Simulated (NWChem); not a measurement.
**Relativistic effects in HCl3Ge**

SMILES: [Cl][GeH]([Cl])[Cl]
```xyz
5

Ge     0.0302     0.4329     0.0000
Cl    -1.0306    -0.2396     1.7518
Cl    -1.0306    -0.2396    -1.7518
Cl     1.9963    -0.4511     0.0000
H      0.1370     1.9602     0.0000
```
Charge 0, spin multiplicity 1.

Program: NWChem. The geometry was optimised at B3LYP/def2-SVP, a minimum by its harmonic frequencies.

Functional B3LYP, all-electron basis x2c-SVPall-2c, contracted for the X2C Hamiltonian and used here with ZORA. The ion keeps the geometry and has multiplicity 2 in the scalar run; the spin-orbit run starts from the same electron counts.

The cost column gives rough processor time relative to scalar ZORA; each entry includes its own SCF.

B3LYP has NWChem's definition, with VWN1-RPA local correlation. The structure started from a generated list of species. No SCF solution was tested for a lower state.

| Hamiltonian | ΔSCF ionisation energy (eV) | HOMO (eV) | LUMO (eV) | gap (eV) | relative cost |
|---|---|---|---|---|---|
| scalar ZORA | 11.37 | -8.86 | -1.97 | 6.89 | 1 |
| spin-orbit ZORA | ? | ? | ? | ? | under 3 |

Some entries are withheld; supply them.


- spin-orbit ZORA, ΔSCF ionisation energy (eV): 11.35
- spin-orbit ZORA, HOMO (eV): -8.85
- spin-orbit ZORA, LUMO (eV): -1.97
- spin-orbit ZORA, gap (eV): 6.88
